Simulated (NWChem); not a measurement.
System: CH4ClFOSi; SMILES CO[SiH](F)Cl

```xyz
9

Si     0.2902    -0.0823     0.3798
F      1.7836     0.0825    -0.2535
Cl    -0.4263    -1.9435    -0.0975
O     -0.7425     1.0114    -0.3042
C     -0.6188     2.4199    -0.1596
H      0.4165     0.0850     1.8554
H      0.2640     2.8101    -0.7117
H     -0.5294     2.7264     0.9076
H     -1.5296     2.8924    -0.5777
```
Atoms are numbered in this order, from 1.

Level: PBE-D3(BJ)/def2-SVP (NWChem), optimised geometry, unscaled harmonic frequencies. 

```tsv
frequency (cm⁻¹)	IR intensity (km/mol)
45	3.2
88	0.2
132	2.1
212	7.1
286	3.8
345	32.2
565	70.2
749	30.9
804	49.5
817	209.9
913	188.6
1113	198.1
1133	2.8
1172	143.6
1421	7.5
1424	0.8
1426	8.8
2233	95.8
2934	60.1
3014	30.1
3061	17.7
```

| Property | Result |
|---|---|
| zero-point energy | 34.1 kcal/mol |
| thermal correction to the enthalpy at 298.15 K (with zero-point energy) | 39.1 kcal/mol |
| heat capacity Cv | 21.6 cal/(mol K) |
| entropy at 298.15 K and 1 atm (symmetry number 1) | 85.3 cal/(mol K) |
| dipole moment | 2.27 D |

Rigid rotor and harmonic oscillator; modes under 100 cm⁻¹ make the entropy uncertain.
